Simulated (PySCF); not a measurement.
CH5N2OSi (doublet state).
Atom-mapped SMILES: `[NH2:1][SiH:2][C:3]([NH2:4])=[O:5]` (hydrogens: H6, H7 on N1; H8 on Si2; H9, H10 on N4)

Geometry (GFN2-xTB, Å), atoms numbered from 1 in this order:
```
atom  x, y, z in Å
N1     1.3342    0.9292    0.4799
Si2    0.9027   -0.7338    0.2586
C3    -0.8294   -0.8286   -0.4646
N4    -1.6575    0.2161   -0.2126
O5    -1.2002   -1.8196   -1.0751
H6     1.4861    1.5017   -0.3422
H7     2.0464    1.1465    1.1598
H8     1.8487   -1.6407   -0.3805
H9    -1.3181    1.0360    0.2561
H10   -2.6039    0.1980   -0.5581
```

The hyperfine couplings belong to this conformer and change with its torsions.

Computed with PySCF, UKS B3LYP, pcH-1 on C H N O Si, non-relativistic, mean-field spin-orbit, GIAO. Geometry: GFN2-xTB, one conformer, isolated molecule. A GFN2-xTB geometry isn't a minimum of the functional, and hyperfine couplings can be far from their values at a DFT geometry, by a factor of two or more for some ions and for spin on atoms past the first row. Stability of the SCF solution: not tested.

Problem. Match the computed a_iso(14N) values +14.6, +0.8 MHz with the sites N1; N4.

Solution. 
| site | a_iso (MHz) | ρ(0) (bohr⁻³) | position | distance from Si2 (Å) | spin population | largest \|T\| (MHz) |
| --- | --- | --- | --- | --- | --- | --- |
| N1 | +14.6 | +0.0450 | 1 bond from Si2 | 1.73 | -0.01 | 2.6 |
| N4 | +0.8 | +0.0024 | 2 bonds from Si2 | 2.77 | +0.02 | 2.3 |

ρ(0) is the spin density at the nucleus and T the dipolar tensor; a_iso includes a spin–orbit part; entries for several nuclei are means. The largest Mulliken spin population is on Si2 (+0.92). The angles at Si2 add up to 342.0°, so it is pyramidal.

Class means assume fast exchange of nuclei equivalent by connectivity; if that motion is slow, each nucleus keeps its own coupling. H9 and H10 aren't averaged: N4 is flat or nearly so (angle sum 360°), and its turn about the short N4–C3 bond (1.36 Å) is taken as slow. The 1H value of +39.5 MHz is a mean of couplings from 12.6 to 66.3 MHz in this one geometry, not an average over conformers.

Time: 29 s of wall time (with the writing of density and orbital grids); peak memory 0.56 GiB. Hardware: Arm Neoverse V1, one thread, no GPU, shared host with 32 logical CPUs at a one-minute load of 20.
